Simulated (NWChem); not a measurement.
System: C2H2ClF; SMILES ClC(=C)F

The following NWChem deck was run.

```
start job
memory heap 200 mb stack 900 mb global 1100 mb
geometry units angstroms noautoz
  C     -1.185274     1.151332     0.000000
  C     -0.059255     0.448966     0.000000
  F      1.135441     1.007256     0.000000
  Cl     0.030311    -1.266138     0.000000
  H     -2.151289     0.650832     0.000000
  H     -1.132243     2.240633     0.000000
end
basis spherical
  * library def2-tzvp
end
dft
  xc xperdew91 perdew91
  iterations 150
  mulliken
end
task dft energy
```

Structure relaxed at the PBE0/def2-SVP level.

Task: What results follow from this input? (PW91/def2-TZVP.) Quantities: energy (Ha); highest occupied level (eV); orbital gap (eV); dipole (D).

Result: 
```
Item                           Value
---------------------------  -------
energy (Ha)                  -637.45
highest occupied level (eV)    -6.44
orbital gap (eV)                5.25
dipole (D)                      1.06
```
